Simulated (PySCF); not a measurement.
**BaSe from Hartree–Fock to correlated methods**

State: ¹Σ⁺ (singlet), closed shell. Set-up: Ba x2c-TZVPPall, Se x2c-TZVPPall; spin-free X2C with a Gaussian nucleus (PySCF 2.14). De refers to Ba + Se in their high-spin ground configurations, without counterpoise correction. A positive dipole means Ba(−)Se(+).

```tsv
Level	Re (Å)	ωe (cm⁻¹)	De (eV)	μ (D)	CPU s a point (SCF and correlation, without the integrals)
RHF	2.695	257	2.09	-13.68	1.8
RHF-MP2	2.639	253	3.75	n/a	2.9
RHF-SCS-MP2	2.655	251	3.54	n/a	n/a
RHF-CCSD	2.657	252	3.36	n/a	n/a
RHF-CCSD(T)	2.665	245	3.58	n/a	91
PBE	2.658	249	4.37	-9.70	2.4
PBEsol	2.636	256	4.66	-9.67	1.7
TPSS	2.660	251	4.55	-10.18	3.1
r²SCAN	2.649	257	4.59	-10.58	4.1
PBE0	2.640	261	4.16	-10.78	7
B97-3	2.648	259	3.95	-10.83	3.8
ωB97X-V	2.636	267	4.05	-12.17	18
B2PLYP	2.668	248	3.81	-11.86	5.7
```

Task: Which functional lies closest to RHF-CCSD(T) in De, which farthest, and by how much do they differ from it?

Result: Closest is B2PLYP (+0.3 pm in Re, +1.2 % in ωe, +0.23 eV in De against RHF-CCSD(T) in the same basis), farthest PBEsol (-2.9 pm in Re, +4.5 % in ωe, +1.08 eV in De). CCSD(T) converges more slowly with the basis than the functionals do and binds too weakly in this one, so the order can change at the basis-set limit.

Task: What does a quarter of exact exchange do here, going from PBE to PBE0?

Result: PBE0 less PBE: -1.8 pm in Re, +4.8 % in ωe, -0.21 eV in De. Exact exchange removes part of the self-interaction that spreads semilocal densities, and in most molecules shortens and stiffens the bond and lowers De; so it does here.

Task: What does the step from GGA to meta-GGA do here, going from PBE to r²SCAN?

Result: r²SCAN less PBE: -0.9 pm in Re, +3.2 % in ωe, +0.22 eV in De. 

Correlated steps freeze 27 core orbitals. Spin–orbit coupling is left out, which matters for elements this heavy, above all for dissociation energies. Where the molecule has an RHF reference, its open-shell atoms are computed with UHF. B2PLYP dipoles, levels and charges come from its SCF part alone.

The whole job (state search and all levels along the bond) took about 14 min on 2 threads of Intel Xeon 6975P-C (shared host), peak memory 5 GiB.
